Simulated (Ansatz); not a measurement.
Computed with Ansatz on PBE0-D4/def2-TZVP structures; ΔE is electronic, products minus reactants. CCSD(T)/CBS adds triple-zeta CCSD(T) − MP2 to the extrapolated MP2 energy (def2 sets, frozen cores). Functionals use def2-TZVPP. B3LYP here is the variant with VWN-RPA as its local correlation; programs differ in this. Each species was taken in one conformer, which may not be the lowest.

Consider the cleavage of the Si–Si bond: `C=C[SiH2][SiH2]S` + `OCS` → `SCO[SiH2]S` + `C=C[SiH3]`.

`C=C[SiH2][SiH2]S`:

```xyz
13

C     0.510    0.471   -2.103
C    -0.094    0.997   -1.040
Si    0.577    0.860    0.692
Si   -0.634   -0.835    1.763
S    -0.539   -2.571    0.506
H     1.469   -0.034   -2.025
H     0.080    0.530   -3.099
H    -1.053    1.492   -1.187
H     0.441    2.154    1.417
H     2.011    0.467    0.633
H    -2.041   -0.414    2.014
H    -0.039   -1.251    3.060
H    -0.689   -1.867   -0.631
```

`OCS`:

```xyz
7

O    -0.668   -0.225   -1.024
C    -0.104   -0.234    0.263
S     0.301    1.432    0.786
H    -0.835   -1.136   -1.285
H    -0.811   -0.595    1.021
H     0.796   -0.855    0.307
H     1.321    1.613   -0.068
```

`SCO[SiH2]S`:

Z-matrix (Å, degrees):
```
C
O 1 1.402
S 1 1.807 2 114.4
H 1 1.094 2 111.7 3 -124.3
H 1 1.091 2 108.1 3 116.5
Si 2 1.641 1 124.4 3 97.6
H 3 1.343 1 96.1 2 -76.6
S 6 2.135 2 114.0 1 -56.5
H 6 1.476 2 104.6 1 -179.0
H 6 1.485 2 111.2 1 59.0
H 8 1.345 6 94.6 2 -64.7
```

`C=C[SiH3]`:

```xyz
9

C    -1.421    0.592   -0.128
C    -0.262    0.452    0.510
Si    1.125   -0.613   -0.123
H    -1.620    0.083   -1.067
H    -2.221    1.218    0.256
H    -0.125    0.989    1.447
H     2.353    0.197   -0.350
H     0.706   -1.241   -1.404
H     1.466   -1.678    0.859
```

| level | ΔE (kJ/mol) | difference from CCSD(T)/CBS |
| --- | --- | --- |
| PBE0-D4 | -88.0 | 16.0 |
| B2PLYP | -110.3 | -6.3 |
| PBE | -83.6 | 20.4 |
| r2SCAN | -100.6 | 3.4 |
| PBE0 | -88.3 | 15.7 |
| B3LYP | -106.4 | -2.4 |
| MP2/def2-QZVPP | -111.0 | -7.0 |
| HF/CBS(def2) | -125.7 | -21.7 |
| MP2/CBS(def2) | -109.8 | -5.8 |
| CCSD/CBS(def2) | -106.0 | -2.0 |
| CCSD(T)/CBS | -104.0 | 0 |

Largest T1 diagnostic among the species: 0.012.

From PBE to PBE0 (25 % exact exchange), in def2-TZVPP and without D4, ΔE moves by −4.7 kJ/mol. In def2-TZVPP, CCSD(T) changes the Hartree–Fock value by +18.4 kJ/mol (the triples alone add +2.0 kJ/mol) and MP2 by +12.6 kJ/mol.
